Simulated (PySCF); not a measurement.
C4H6OSi, SMILES O=C1CC=C[SiH2]1.

The structure is a stationary point at r2SCAN-D4/def2-SVP. The structure was generated by enumeration, and PubChem lists no compound with its InChIKey, so it may never have been made. One conformer was computed; it need not be the lowest.

Level of theory: r2SCAN/def2-TZVP run with PySCF.

The molecule is in vacuum.

The total energy is -520.65501 hartree. The point group comes out as Cs and the highest occupied level is -5.54 eV. The lowest empty level is -2.38 eV and the orbital gap is 3.16 eV. The dipole moment comes out as 2.88 D. The quadrupole, principal values (traceless, Buckingham form, about the centre of nuclear charge) is -6.99, 0.84, 6.16 D·Å, the mean static polarisability is 73.6 bohr³ (10.90 Å³) and the polarisability, principal values is 52.7, 76.7, 91.3 bohr³.
